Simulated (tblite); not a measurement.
Compound: C6H6O2.
SMILES with atom numbers: `[O:1]=[CH:2][O:3][C:4]1=[CH:5][CH:6]=[CH:7][CH2:8]1` (hydrogens: H9 on C2; H10 on C5; H11 on C6; H12 on C7; H13, H14 on C8)

The geometry is computed with GFN2-xTB (gas phase).

Problem. Give the optimised bond lengths and angles.

Solution. 
```json
{"bond": "O1=C2", "length (Å)": "1.197", "order": "double"}
{"bond": "C2–O3", "length (Å)": "1.324", "order": "single"}
{"bond": "O3–C4", "length (Å)": "1.376", "order": "single"}
{"bond": "C4=C5", "length (Å)": "1.347", "order": "double"}
{"bond": "C5–C6", "length (Å)": "1.442", "order": "single"}
{"bond": "C6=C7", "length (Å)": "1.341", "order": "double"}
{"bond": "C7–C8", "length (Å)": "1.490", "order": "single"}
{"bond": "C4–C8", "length (Å)": "1.496", "order": "single"}
{"bond": "C2–H9", "length (Å)": "1.104", "order": "single"}
{"bond": "C5–H10", "length (Å)": "1.073", "order": "single"}
{"bond": "C6–H11", "length (Å)": "1.074", "order": "single"}
{"bond": "C7–H12", "length (Å)": "1.074", "order": "single"}
{"bond": "C8–H13, C8–H14", "length (Å)": "1.092", "order": "single"}
```

Bonds in one row agree within 0.01 Å and their mean is given. Orders are formal, as drawn. A selection of angles:
```json
{"angle": "O1–C2–O3", "degrees": "128.1"}
{"angle": "C2–O3–C4", "degrees": "122.3"}
{"angle": "O3–C4–C5", "degrees": "123.6"}
{"angle": "O3–C4–C8", "degrees": "126.2"}
{"angle": "C5–C4–C8", "degrees": "110.2"}
{"angle": "C4–C5–C6", "degrees": "108.4"}
{"angle": "C5–C6–C7", "degrees": "109.7"}
{"angle": "C6–C7–C8", "degrees": "109.8"}
{"angle": "C4–C8–C7", "degrees": "102.0"}
```

Torsions: O1–C2–O3–C4 0° (synperiplanar); C2–O3–C4–C5 180° (antiperiplanar); O3–C4–C5–C6 180° (antiperiplanar); C4–C5–C6–C7 0° (synperiplanar); C5–C6–C7–C8 0° (synperiplanar); C6–C7–C8–C4 0° (synperiplanar); O3–C4–C8–C7 180° (antiperiplanar).

The 5-membered ring C4–C5–C6–C7–C8 has internal angles of 102.0° to 110.2° (sum 540°, against 540° for a flat polygon); it is planar, 0.00 Å rms from its mean plane, widest ring torsion 0°. The 3 C–O bonds span 1.197 Å (O1=C2, drawn double) to 1.376 Å (O3–C4, drawn single), a spread of 0.179 Å. Of the pairs four or more bonds apart, O1···C8 is among the closest relative to their van der Waals radii: 2.77 Å, 86 % of the sum of Bondi's values. O3 (ester single-bonded oxygen) is bent (angle 122.3°). The 8 heavy atoms lie in one plane (0.001 Å rms). The C–C distances run from 1.341 Å (C6=C7, drawn double) to 1.496 Å (C4–C8, drawn single), a spread of 0.155 Å.

Point group: Cs (every atom within 0.08 Å of its image). Its GFN2-xTB frequencies are all real (lowest 43 cm⁻¹). The numbers are those of one conformer. 3 starts were optimised and ended at 0.00, 0.28 and 0.28 kcal/mol (GFN2-xTB); the lowest of these is shown.

The run took 0.18 s on one thread of an Arm Neoverse N1, no GPU, shared host. That covers the optimisation of the geometry.
